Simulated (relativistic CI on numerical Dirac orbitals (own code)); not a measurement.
## Hyperfine structure of Au⁷⁰⁺, mass number 197

Method of calculation: Dirac-Coulomb-Breit CI, separate exchange-only KLI orbitals for each configuration, model QED (radiative potential, 1s self-energy scaled to tabulated hydrogen-like ionisation energies), unscaled Slater integrals (own radial code, finite nucleus).

Configuration list (outside the closed core 1s2): 2s²2p⁵, 2s2p⁶, 2s²2p⁴3s, 2p⁶3s, 2p⁶3p, 2s²2p⁴3p, 2p⁶3d, 2s²2p⁴3d, 2s2p⁵3s, 2s2p⁵3p, 2s2p⁵3d, 2s²2p⁴4s, 2s²2p⁴4p, 2s²2p⁴4d, 2s²2p⁴4f, 2s²2p³3s². Levels of other configurations are missing.

Nuclear spin I = 3/2, μ = 0.1452 μN, Q = 0.547 b (tables of Stone and Pyykkö). The electronic factors are computed for point nuclear moments, without core polarisation or the Bohr-Weisskopf and QED corrections.

```
          Level  E (10³ cm⁻¹)  A (GHz)  B (GHz)
  2s²2p⁵ ²P°3/2           0.0     98.7    -1100
  2s²2p⁵ ²P°1/2       15195.4    987.8         
    2s2p⁶ ²S1/2       19485.5     3059         
 2s²2p⁴3s ⁴P5/2       77912.3    249.8     55.2
 2s²2p⁴3s ²P3/2       78009.9    -52.8     21.4
 2s²2p⁴3s ²S1/2       78493.1    855.1         
2s²2p⁴3p ²P°1/2       79686.1    284.9         
2s²2p⁴3p ⁴D°7/2       83420.3     68.4      382
```

Levels with J = 0, under 50 % of one LS term, or S terms without an open s electron are left out. Small factors come from cancelling terms and can be off by tens of per cent or more.

At this charge energies of transitions that change n are usually good to better than 1 %, and those within a shell (Δn = 0) to a few per cent.

**Question.** Give the hyperfine levels of 2s²2p⁵ ²P°1/2 relative to its centre of gravity.

**Answer.** With K = F(F + 1) − I(I + 1) − J(J + 1), E = AK/2: F = 1: -1235, F = 2: 740.9 GHz.

LS names give the leading component of a level, which can be under half, so a name can repeat, a term be missing and a line seem to break the LS rules.
